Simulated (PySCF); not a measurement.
Sn: electron affinity

Sn- [Kr] 4d10 5s2 5p3 (4S) → Sn [Kr] 4d10 5s2 5p2 (3P), as a difference of total energies. Calculation: PySCF 2.14, in def2-TZVPPD with the def2 core potential (28 electrons) (7s5p4d2f, 56 functions); a scalar-relativistic core potential. Correlated levels: valence and next inner shell: nothing frozen outside the core potential. The calculations carry no spin-orbit coupling.

| method | electron affinity (eV) |
| --- | --- |
| UHF | 0.904 |
| MP2 (valence and next inner shell) | 1.329 |
| SCS-MP2 (valence and next inner shell) | 1.175 |
| CCSD (valence and next inner shell) | 1.268 |
| CCSD(T) (valence and next inner shell) | 1.302 |

Problem. How much does correlation contribute at CCSD(T) (valence and next inner shell)?

Solution. 1.302 − (0.904) = 0.398 eV, measured against UHF.

The reference lies between the lowest fine-structure levels, while these numbers refer to the centres of the terms.

Errors of the correlated levels include the incompleteness of this basis.

For comparison: 1.112 eV (measured; photodetachment measurements, as compiled on the Wikipedia data page of electron affinities).
